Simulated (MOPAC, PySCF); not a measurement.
C3H9Al, SMILES `[CH3][Al]([CH3])[CH3]`, neutral singlet in the gas phase. 

Z-matrix (Å, degrees):
```
Al
C 1 1.9620
H 2 1.0920 1 113.40
H 2 1.0950 3 107.74 1 123.28
H 2 1.0954 3 107.59 4 113.83
C 1 1.9620 2 120.01 3 -1.76
H 6 1.0920 1 113.38 2 -175.45
H 6 1.0948 7 107.82 1 -123.52
H 6 1.0956 7 107.49 8 -113.84
C 1 1.9620 2 120.02 3 178.31
H 10 1.0920 1 113.42 2 -4.12
H 10 1.0949 11 107.80 1 123.46
H 10 1.0955 11 107.52 12 113.84
```
Charge 0, multiplicity 1.

All levels are single points at this geometry (B3LYP-D3(BJ)/def2-TZVP); Pople sets use spherical d functions. Orbital energies aren't observables, and empty levels follow the basis.

AM1 in MOPAC gives HOMO (eV) = -10.29.

Question: Estimate the HOMO (eV) from each of these levels: B3LYP-D3(BJ)/def2-TZVP in PySCF; PBE-D3(BJ)/def2-TZVP in PySCF; B3LYP/6-31G* in PySCF; HF/3-21G in PySCF; PM6 in MOPAC.

Answer: 
| level | HOMO (eV) |
|---|---|
| B3LYP-D3(BJ)/def2-TZVP in PySCF | -7.32 |
| PBE-D3(BJ)/def2-TZVP in PySCF | -6.25 |
| B3LYP/6-31G* in PySCF | -7.05 |
| HF/3-21G in PySCF | -10.46 |
| PM6 in MOPAC | -10.38 |
